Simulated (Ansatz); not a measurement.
Si(OMe)2 (C2H6O2Si) was relaxed with PBE-D4 (def2-SVP) in Ansatz in these states: charge +1 doublet, neutral singlet. The geometries follow in no particular order.

A:

Cartesian coordinates in Å:
```
Si -0.087 0.662 -0.250
O 1.116 -0.489 -0.524
C 2.230 -0.278 -1.369
H 2.247 -1.048 -2.170
H 3.171 -0.374 -0.785
H 2.227 0.726 -1.855
O -1.018 -0.269 0.806
C -2.217 0.182 1.405
H -2.488 1.225 1.115
H -2.123 0.147 2.512
H -3.058 -0.484 1.115
```

B:

```csv
atom,x (Å),y (Å),z (Å)
Si1,0.139,-0.125,-0.700
O2,1.269,0.281,0.383
C3,2.684,0.528,0.499
H4,3.080,-0.182,1.249
H5,2.808,1.571,0.849
H6,3.203,0.387,-0.469
O7,-1.336,-0.219,-0.046
C8,-2.706,-0.509,-0.389
H9,-2.815,-0.743,-1.466
H10,-3.304,0.386,-0.132
H11,-3.022,-1.375,0.222
```

Question: Judge from the bond lengths which geometry belongs to which state (an estimate).

Answer: A is the neutral singlet (Si1–O2 1.688 Å, Si1–O7 1.687 Å, O7–C8 1.414 Å); B is the charge +1 doublet (Si1–O2 1.617 Å, Si1–O7 1.617 Å, O7–C8 1.442 Å).
